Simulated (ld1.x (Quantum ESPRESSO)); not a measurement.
# An all-electron radial function and its pseudo partner (hydrogen (H))

Columns: radius, all-electron u(r) and pseudo u(r) of the 1s shell (level -12.73 eV) of hydrogen in the configuration 1s0.5; PW91, scalar-relativistic, TM scheme, ld1.x (Quantum ESPRESSO) 7.5.

```
r (bohr)  all-electron  pseudo
   0.053        0.1087  0.0903
   0.105        0.2040  0.1773
   0.158        0.2906  0.2627
   0.210        0.3658  0.3418
   0.262        0.4323  0.4149
   0.315        0.4917  0.4822
   0.368        0.5434  0.5413
   0.420        0.5872  0.5910
   0.473        0.6254  0.6332
   0.525        0.6571  0.6667
   0.578        0.6840  0.6937
   0.630        0.7057  0.7140
   0.683        0.7233  0.7295
   0.735        0.7366  0.7407
   0.788        0.7466  0.7488
   0.840        0.7531  0.7541
   0.893        0.7568  0.7571
   0.945        0.7578  0.7578
   0.998        0.7564  0.7564
   1.050        0.7530  0.7530
   1.102        0.7477  0.7477
   1.155        0.7406  0.7406
   1.208        0.7320  0.7320
   1.260        0.7223  0.7223
   1.313        0.7113  0.7113
   1.365        0.6995  0.6995
```

Problem. How many radial nodes do the two functions have?

Solution. The all-electron 1s function has n − l − 1 = 0; the pseudo-wave has 0.

Problem. At about which radius was the pseudo-wave matched?

Solution. 1.05 bohr. The columns agree to 0.0005 from 0.89 bohr on; several derivatives are matched, so the curves merge somewhat inside the radius.

Problem. Where does each function peak?

Solution. Outermost all-electron maximum near 0.94 bohr, pseudo maximum near 0.94 bohr (to the table’s step).

Problem. Is the pseudo-wave norm-conserving?

Solution. Yes: the TM scheme keeps the norm inside the radius equal to the all-electron one, which fixes the energy derivative of the logarithmic derivative at the level.
